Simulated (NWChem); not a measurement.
Molecule: SiHBr2F; SMILES F[SiH](Br)Br

```xyz
5

Si     0.7255     0.4393     0.0000
F      2.0690    -0.4345     0.0000
Br    -0.4306    -0.0453     1.8272
Br    -0.4306    -0.0453    -1.8272
H      1.0786     1.8684     0.0000
```
Atoms are numbered in this order, from 1.

Results from NWChem. Coordinates come from a B3LYP/6-31G* (spherical d) optimisation. Level: M05-2X/def2-SVP with SMD (1 M gas to 1 M solution), gas-phase geometry. Reactions with the solvent are ignored.

**Question.** Estimate the computed values for solvent acetone. Quantities: solvation free energy (kcal/mol); cavity-dispersion-structure term (kcal/mol); dipole in solution (D).

**Answer.** The solvation free energy (kcal/mol) comes out as -4.4 and the cavity-dispersion-structure term (kcal/mol) is -3.1. The dipole in solution (D) is 1.58.
